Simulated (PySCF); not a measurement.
Method: M06-2X/def2-TZVP // PBE0-D3(BJ)/def2-TZVP run with PySCF. All species are isolated molecules in the gas phase. One relaxed conformer stands for a flexible species; it need not be the lowest. Excitations are Tamm–Dancoff values on a coarser integration grid. The basis has no diffuse functions, so Rydberg states are missing or too high.

Reference species (SMILES): `CB(C)O` (C–B–O–H torsion 178°) (neutral, multiplicity 1).

The S1–T1 gap (TDA) is 0.38 eV and the HOMO comes out as -9.75 eV. The S1 excitation (TDA) is 7.20 eV and the S1 oscillator strength comes out as 0.000.

Changed species: `CB(C)C` (0 of 3 CH3 replaced by OH; the reference has 1 of 3 CH3 replaced by OH).

Give the shifts of the S1–T1 gap (TDA), HOMO, S1 excitation (TDA) and S1 oscillator strength.

the S1–T1 gap (TDA) is nearly the same; the HOMO hardly moves; the S1 excitation (TDA) falls by 0.78 eV, to 6.42 eV; the S1 oscillator strength stays essentially unchanged.
